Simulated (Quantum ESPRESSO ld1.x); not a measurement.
The numbers below are computed, except where a source is named.
Problem. The table gives one normalised radial function P(r) = r R(r) (large component) of Hg24+ in [Kr] 4d10 4f10 (r in bohr). Code: ld1.x of Quantum ESPRESSO 7.5. Model: Dirac Kohn-Sham, PBE, spin-unpolarised, spherical densities, point nucleus; open shells are shared between the two j in proportion to 2j + 1.

r            P
0.0006273   0.0000
0.0007073   0.0000
0.0008039   0.0000
0.0009064   0.0000
0.00103     0.0000
0.001162    0.0000
0.00131     0.0000
0.001488    0.0001
0.001678    0.0001
0.001892    0.0001
0.002151    0.0002
0.002425    0.0002
0.002756    0.0003
0.003107    0.0005
0.003503    0.0006
0.003982    0.0009
0.004489    0.0013
0.005062    0.0018
0.005753    0.0026
0.006487    0.0036
0.007372    0.0052
0.008312    0.0072
0.009372    0.0099
0.01065     0.0140
0.01201     0.0193
0.01365     0.0269
0.01539     0.0366
0.01735     0.0496
0.01972     0.0680
0.02224     0.0908
0.02507     0.1202
0.02849     0.1605
0.03213     0.2083
0.03652     0.2715
0.04117     0.3435
0.04642     0.4279
0.05276     0.5310
0.05949     0.6369
0.06707     0.7469
0.07623     0.8597
0.08595     0.9497
0.09768     1.0126
0.1101      1.0237
0.1242      0.9714
0.1411      0.8304
0.1591      0.6100
0.1809      0.2838
0.2039     -0.0914
0.2299     -0.5042
0.2613     -0.9406
0.2946     -1.2981
0.3322     -1.5615
0.3776     -1.7043
0.4257     -1.6970
0.4838     -1.5522
0.5455     -1.3208
0.6151     -1.0402
0.6991     -0.7364
0.7882     -0.4858
0.8887     -0.2905
1.01       -0.1486
1.139      -0.0697
1.294      -0.0266
1.459      -0.0091

Which n and l does it have? It may be an empty orbital.

Solution. n = 4, l = 2: the number of nodes gives n - l - 1 = 1, the rise at small r points to l (this Dirac orbital starts as r^gamma with gamma = sqrt((l + 1)^2 - (Z/c)^2) = 2.94; the j = 5/2 orbital of l + 1 starts with the same power, but with a smaller coefficient, and then steepens), and the extent must fit the shell. The curve is that of 4d5/2; the two j differ most near the nucleus, where j = l - 1/2 has the larger amplitude, and in heavy atoms j = l - 1/2 is also the more compact. 4d5/2: eigenvalue -986.19 eV, 1 radial node at r = 0.198 bohr, <r> = 0.432 bohr, 90 % of the charge inside 0.637 bohr.
